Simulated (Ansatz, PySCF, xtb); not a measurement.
Noncovalent pair: HCl (SMILES Cl) (first 2 atoms) with CH4 (SMILES C); geometry from B3LYP-D3(BJ)/def2-TZVP, rigid monomers moved along the line of their centres of mass till H2···C3 is 2.90 Å.
(charge 0, multiplicity 1):
```xyz
7

Cl    -0.41273    -0.34685    -0.48214
H     -0.29104    -0.24311     0.79110
C     -0.00705     0.00311     3.66176
H     -0.93741     0.47885     3.35167
H      0.09410     0.09426     4.74204
H     -0.02250    -1.05366     3.39525
H      0.83984     0.49509     3.18355
```

Monomers are frozen at their geometry in the pair; levels with a basis set take the counterpoise correction. Rows marked so take none.

Frozen-core correlation. CBS: X⁻³ extrapolation of the correlation energy, Hartree–Fock from the larger set. Rows in 6-31G* carry no dispersion term and start afresh at each structure (6-31G* with six Cartesian d functions).

Run with Ansatz (Gaussian basis) for Hartree–Fock, density functionals and correlated methods; PySCF for 6-31G* rows, the dispersion terms; xtb for the GFN methods. Values without a source in brackets are computed.

```json
[
 {"level": "GFN1-xTB", "interaction energy (kcal/mol)": "-0.54"},
 {"level": "HF/6-31G*", "interaction energy (kcal/mol)": "-0.14"},
 {"level": "HF/6-31G* (no counterpoise)", "interaction energy (kcal/mol)": "-0.23"},
 {"level": "PBE-D4/def2-TZVPPD", "interaction energy (kcal/mol)": "-1.14"},
 {"level": "BP86/6-31G* (no counterpoise)", "interaction energy (kcal/mol)": "-0.23"},
 {"level": "PBE0-D3(BJ)/def2-TZVPPD", "interaction energy (kcal/mol)": "-1.12"},
 {"level": "wB97X-V/def2-TZVPPD", "interaction energy (kcal/mol)": "-0.92"},
 {"level": "SCS-MP2/aug-cc-pV(D+d)Z", "interaction energy (kcal/mol)": "-0.64"},
 {"level": "CCSD(T)/CBS(aug-cc-pV(D+d)Z, aug-cc-pV(T+d)Z)", "interaction energy (kcal/mol)": "…"}
]
```

Task: Fill in the missing entries.

Result: 
- CCSD(T)/CBS(aug-cc-pV(D+d)Z, aug-cc-pV(T+d)Z), interaction energy (kcal/mol): -0.99

Ansatz is a first-principles code.
